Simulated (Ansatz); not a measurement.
**One elementary step**

Start structure (SiHBrF2, closed shell), relaxed at PBE0-D4/def2-TZVP:

Si1  (-0.124, 0.020, -0.023)
Br2  (2.008, -0.372, -0.278)
H3  (-0.824, 0.054, -1.311)
F4  (-0.311, 1.400, 0.719)
F5  (-0.750, -1.102, 0.892)
(Å)

The step: SiHBrF₂ ([F][SiH]([F])[Br]) → SiF₂ + HBr; bonds formed: Br2–H3; bonds broken: Si1–Br2, Si1–H3. Ansatz 0.2.0; basis: def2-TZVPP and def2-QZVPP; cores frozen in the correlated methods. Filled d shells of the heavier atoms are correlated. The def2 sets are not built for correlating such inner shells, so the correlated values are less sure here. Extrapolation: Hartree–Fock as exp(−7.88 √X), correlation as X^−2.97. Energies below are by CCSD(T) at an estimated basis limit (MP2 extrapolated from triple and quadruple zeta, plus CCSD(T) − MP2 in triple zeta).

(1) What are the electronic barrier and the energy of the step, from the start structure to the end structure? (An estimate is asked for; the value comes from the calculation.)

The T1 diagnostic stays at or below 0.013. The restricted Hartree–Fock reference is unstable towards an unrestricted one at one or more of these structures.

## Answers

(1) By the calculation: Barrier 303.5 kJ/mol; step energy 232.7 kJ/mol (uphill); reverse barrier, their difference, 70.8 kJ/mol. Barrier and step energy count from the start structure, the reverse barrier from the end structure.

The saddle point: One imaginary mode of 792i cm⁻¹.
| pair | start (Å) | saddle (Å) | end (Å) |
| --- | --- | --- | --- |
| Br2–H3 | 3.04 | 1.75 | 1.42 |
| Si1–Br2 | 2.18 | 2.70 | 3.24 |
| Si1–H3 | 1.47 | 1.62 | 3.57 |

Zero-point energy (harmonic, PBE0-D4): ZPE is 42.5 kJ/mol at the start and 30.2 kJ/mol at the saddle, so the barrier goes from 303.5 to 291.3 kJ/mol.

First-order rate constant out of the start structure at 498 K by transition-state theory, with harmonic vibrational free energies alone and no tunnelling: ΔA‡ = 287.6 kJ/mol, so k = (kB T/h) exp(−ΔA‡/kB T) ≈ 10^-17 s⁻¹ (an order of magnitude at best: rotation, the number of equivalent paths and anharmonicity are left out).

Losses and insertions of silylenes and their heavier kin drive the gas-phase chemistry of silicon and germanium vapour deposition.

Labels in which every atom is bracketed show which atoms are joined, not bond orders.

For scale, one of the runs: CCSD(T)/def2-TZVPP, 166 basis functions, launched by `ansatz run in.yaml --threads 4 --pin off --events-out ev --progress --plain --max-ram 9574MiB`. The run took 39 s on 4 CPU threads of an Arm Neoverse V1 (shared host), with 1.4 GiB of host memory at its peak.
